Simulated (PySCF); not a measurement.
Phthalan, C8H8O.
SMILES: `c1ccc2c(c1)COC2`

The closed-shell ground state was solved at several levels (PySCF, density fitting, gas phase, non-relativistic). Geometry: PBE0-D3(BJ)/def2-SVP, one conformer, isolated molecule.

```
          level  basis functions  total energy (Eh)  HOMO (eV)  LUMO (eV)  gap (eV)  dipole (D)
    B3LYP/pcJ-1              323          -384.8887      -6.56      -0.63      5.93        1.49
B3LYP/def2-SVPD              247          -384.6197      -6.62      -0.71      5.91        1.43
  PBE0/pcSseg-1              193          -384.3808      -6.79      -0.47      6.32        1.47
```

Task: Estimate the row for PBE/pcSseg-1, a basis of 193 functions; the other rows only guide the guess.

Result: Total energy -384.3530 Eh, HOMO -5.47 eV, LUMO -1.36 eV, gap 4.11 eV, dipole 1.36 D.

Task: Over all these levels, which gives the widest orbital gap and which the narrowest?

Result: PBE0/pcSseg-1 (global hybrid, 25 % exact exchange) has the widest, 6.32 eV, and PBE/pcSseg-1 (GGA) the narrowest, 4.11 eV. The two share the basis. From the narrowest to the widest the HOMO moves by -1.32 eV and the LUMO by +0.89 eV.

Task: How far do the dipole and the HOMO energy spread over the levels?

Result: The dipole runs from 1.36 to 1.49 D (mean 1.44 D) and the HOMO from -6.79 to -5.47 eV.
